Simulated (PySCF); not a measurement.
## Nuclear quadrupole coupling in `CC(C)OC(=O)[SiH2]CF`

Compound: C5H11FO2Si.
Cartesian coordinates in Å at the GFN2-xTB level; atoms count from 1:
```
atom  x, y, z in Å
C1    -2.800    0.568    0.693
C2    -1.702   -0.371    0.219
C3    -1.981   -0.936   -1.169
O4    -0.474    0.390    0.194
C5     0.678   -0.256    0.343
O6     0.776   -1.449    0.504
Si7    2.126    1.005    0.272
C8     3.730   -0.027    0.452
F9     4.844    0.791    0.402
H10   -2.912    1.391   -0.007
H11   -2.554    0.974    1.671
H12   -3.741    0.029    0.762
H13   -1.561   -1.196    0.929
H14   -2.061   -0.127   -1.892
H15   -1.175   -1.601   -1.470
H16   -2.910   -1.497   -1.158
H17    1.990    1.954    1.377
H18    2.085    1.686   -1.022
H19    3.785   -0.560    1.406
H20    3.851   -0.758   -0.353
```

Field gradients from the PBE0/pcSseg-1 density (PySCF, non-relativistic), principal values in atomic units, ordered |Vxx| ≤ |Vyy| ≤ |Vzz|:

| atom | Vxx | Vyy | Vzz |
| --- | --- | --- | --- |
| O4 | -0.5687 | -1.0373 | 1.6059 |
| O6 | 0.5890 | 0.9896 | -1.5787 |

Find the asymmetry η = (Vxx − Vyy)/Vzz and the couplings χ = eQV/h (234.96 MHz × Q in barn × V in au), with Q(17O) = −0.0256 b.

| atom | environment | nucleus | η | χzz (MHz) | χxx (MHz) | χyy (MHz) |
| --- | --- | --- | --- | --- | --- | --- |
| O4 | oxygen singly bound to a carbonyl carbon | 17O | 0.29 | -9.66 | 3.42 | 6.24 |
| O6 | carbonyl oxygen | 17O | 0.25 | 9.50 | -3.54 | -5.95 |

The tensor is traceless: Vxx + Vyy + Vzz = 0.

What is Vzz at O6 in SI units (1 au = 9.71736 × 10²¹ V/m²)?

-1.5787 au = -15.340 × 10²¹ V/m².

What couplings would deuterons (Q(2H) = 0.00286 b) have in place of the hydrogens, at this geometry?

```csv
atom,bonded to,bond length (Å),Vzz (au),η,χzz (kHz)
H10,C1,1.087,0.3142,0.03,211
H11,C1,1.087,0.3153,0.02,212
H12,C1,1.086,0.3166,0.03,213
H13,C2,1.098,0.2783,0.09,187
H14,C3,1.088,0.3134,0.02,211
H15,C3,1.087,0.3115,0.02,209
H16,C3,1.086,0.3172,0.03,213
H17,Si7,1.463,0.1613,0.00,108
H18,Si7,1.463,0.1613,0.00,108
H19,C8,1.094,0.2949,0.09,198
H20,C8,1.094,0.2949,0.09,198
```

Isolated species at its GFN2-xTB geometry (one conformer only). GFN2-xTB bond lengths can be off by several hundredths of an ångström, more for odd bonds, and the gradients follow them. The basis is small and wasn't made for field gradients, so the couplings can be 20 % off.
